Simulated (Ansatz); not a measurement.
Program: Ansatz. Geometries: PBE0-D4/def2-TZVP. ΔE: electronic, gas phase. CCSD(T)/CBS is the MP2 limit (def2-TZVPP, def2-QZVPP) plus CCSD(T) − MP2 in def2-TZVPP, frozen cores. Functionals use def2-TZVPP. HSE06 is defined as in plane-wave codes. def2 core potentials past Kr. For Sn outer-core shells are correlated without core-valence functions, which leaves a few kJ/mol of doubt a bond. Each species was taken in one conformer, which may not be the lowest.

`BC(=C)C` + `[OH][Sn]([F])([F])[F]` → `C[O][Sn]([F])([F])[F]` + `BC=C`  (substitution at a C–C bond)

```json
{"level": "BLYP-D4", "ΔE (eV)": "0.59"}
{"level": "HSE06-D4", "ΔE (eV)": "0.70"}
{"level": "PBE0", "ΔE (eV)": "0.69"}
{"level": "HSE06", "ΔE (eV)": "0.69"}
{"level": "RPA@PBE/def2-TZVPP", "ΔE (eV)": "0.60"}
{"level": "HF/def2-SVP", "ΔE (eV)": "0.45"}
{"level": "MP2/def2-QZVPP", "ΔE (eV)": "0.75"}
{"level": "SCS-MP2/def2-QZVPP", "ΔE (eV)": "0.68"}
```

Q: What does CCSD(T)/CBS give? (Best estimate.)

A: Computed: +0.68 eV. The listed levels differ from it by -0.09, 0.02, 0.01, 0.01, -0.08, -0.23, 0.07, 0.00 eV.

Q: What do rigid-rotor, harmonic-oscillator terms from PBE0-D4/def2-TZVP frequencies (298.15 K, 1 bar) make of the CCSD(T)/CBS value? (An estimate is asked.)

A: Ansatz gave: ΔZPE = +0.02 eV, ΔH = +0.70 eV, ΔS = 6 J/(mol·K), ΔG = +0.69 eV. Modes under 50 cm⁻¹ make the entropy rough.

Largest T1 diagnostic among the species: 0.015.

Leaving LDA and LC-ωPBE aside and taking each functional with its dispersion term where it has one, the values, not all of them listed here, spread over 0.13 eV, from BLYP-D4 to PBE-QIDH. LDA lies +0.09 eV from PBE without D4. In def2-TZVPP, CCSD(T) changes the Hartree–Fock value by +0.12 eV (the triples alone add +0.01 eV) and MP2 by +0.19 eV. At CCSD(T), def2-SVP lies −0.11 eV from the extrapolated value and def2-TZVPP −0.01 eV.
